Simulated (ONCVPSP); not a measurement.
BLYP ONCV dataset for Ni (Z = 28), scalar-relativistic all-electron reference.

* Element: Ni
* Generator: ONCVPSP 4.0.1
* Type: optimised norm-conserving Vanderbilt (ONCV)
* Functional: BLYP
* Relativity: scalar-relativistic
* Frozen core: [Ar]
* Valence charge: 10
* Reference configuration: 3d8 4s1.75 (charge +0.25)
* Partial waves: 4s: rc 2.40 bohr, ncon 4, nbas 8, qcut 2.4 1/bohr, 1 projector; p scattering state at 0.16 Ha: rc 2.40 bohr, ncon 5, nbas 9, qcut 3 1/bohr, 2 projectors, debl 3.5 Ha; 3d: rc 0.80 bohr, ncon 4, nbas 8, qcut 11.4 1/bohr, 1 projector
* Local potential: polynomial inside 0.70 bohr (lpopt 5, dvloc0 6 Ha)
* Core correction: polynomial model core, fcfact 0.7

In the p channel the program set the typed energies aside and used 0.050, 3.550 Ha.

- Cutoffs needed: 357 Ha and 452 Ha (the cutoffs (Ha) at which the residual kinetic energy of the hardest occupied pseudo-wave falls to 1 and 0.1 mHa per electron)
- Ghost test: ghosts flagged at negative energy: s at -187.1 eV; GHOST(+) flagged for p at 68.3 eV; a true bound ghost makes a file unfit for plane-wave use
- Largest excitation error: -50 meV (all-electron minus pseudo) for 3d8 4s0, out of 4 test configurations
- rms error of d²Exc/dni dnj: 10.07 mHa without and 2.10 mHa with the model core
